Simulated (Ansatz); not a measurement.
CH7AlO2Si (`[OH][AlH][CH2]O[SiH3]`) at its PBE0-D4/def2-TZVP geometry, where that method's forces vanish. Total charge 0; spin multiplicity 1.

```xyz
12

O    -1.4536   -1.9247   -0.7739
Al   -1.2184   -0.2630   -0.4866
C     0.4794    0.5282   -1.1739
O     1.1192    1.2623   -0.0978
Si    1.1253    0.4801    1.3298
H    -2.2689   -2.3785   -0.5686
H    -2.4107    0.6487    0.0310
H     1.1777   -0.2154   -1.5755
H     0.2997    1.2498   -1.9765
H     1.2485    1.4387    2.4493
H    -0.2292   -0.2193    1.4065
H     2.1310   -0.6069    1.4361
```

Problem. What forces (eV/Å) does r2SCAN-D4/def2-TZVPP give on these atoms in Ansatz? (Estimate.)

Solution. The calculation gave: 
```
O1   0.013 -0.006 -0.015
Al2 -0.029  0.032  0.074
C3  -0.210 -0.213 -0.279
O4   0.159  0.239  0.228
Si5  0.016 -0.021  0.087
H6  -0.023 -0.034 -0.004
H7   0.019  0.000 -0.019
H8   0.027  0.010 -0.014
H9   0.033  0.003 -0.008
H10  0.006 -0.021 -0.025
H11  0.007 -0.001 -0.028
H12 -0.018  0.012  0.001
```
